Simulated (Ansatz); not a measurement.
Cost and result up the ladder for the cluster Sn₂O₆ (8 atoms). Charge 0, multiplicity 1. Geometry: B3LYP-D4/def2-SVP.

```xyz
8

Sn    1.373   -0.338   -0.931
Sn   -1.388    1.427    0.116
O    -0.577    0.410   -1.630
O    -0.506   -1.439    0.985
O     0.006    1.800   -1.430
O     0.469   -1.960    0.100
O     0.478    0.605    0.965
O     0.145   -0.505    1.825
```

Ansatz on 4 threads of Arm Neoverse V1 on a shared host. Times are rough, and most runs start from the orbitals of an earlier one. ωB97X-V/def2-TZVP serves as the yardstick here, not as an exact answer. Differences are given only for rows in sets of like size (and for xTB, whose basis is part of the method), since another set adds its own error. Binding counts from free atoms at the same level (Sn triplet, O triplet; other spins of the atoms weren't run), without zero-point energy or a counterpoise term.

In the def2 sets Sn takes a core potential; there is no spin–orbit coupling. LC-ωPBE has ω = 0.4 bohr⁻¹. Correlated methods freeze 14 core orbitals; core or outer-core shells of Sn are correlated, in sets that lack core-valence functions. The rows differ in basis, and correlated rows in double-zeta sets carry the largest basis error. The structure holds 4 bonds between oxygen atoms, so isomers without such links may lie far lower. Another isomer (singlet) lies 0.40 eV lower at PBE0-D4/def2-TZVP; other spin states weren't run for this one.

Correlated methods converge slowly with the basis, most of all in double-zeta sets.

```tsv
level	functions	binding energy per atom (eV)	difference from ωB97X-V/def2-TZVP (eV)	remarks
r2SCAN-D4/def2-TZVP	286	3.03	0.06	–
LC-ωPBE/def2-TZVP	286	2.86	-0.11	–
CCSD(T)/def2-SVP	136	2.50	–	large T1 (0.022)
PBE0-D4/def2-TZVP	286	2.88	-0.09	–
PBE-D4/def2-TZVP (with forces)	286	3.34	0.36	–
ωB97X-V/def2-TZVP	286	2.97	0.00	–
```

(1) Estimate how long each takes.

Answers

(1) PBE-D4/def2-TZVP (with forces) 5.5 s; LC-ωPBE/def2-TZVP 6.5 s; r2SCAN-D4/def2-TZVP 8.5 s; PBE0-D4/def2-TZVP 10 s; ωB97X-V/def2-TZVP 18 s; CCSD(T)/def2-SVP 62 s. On shared hardware such times vary by a factor of up to 3.
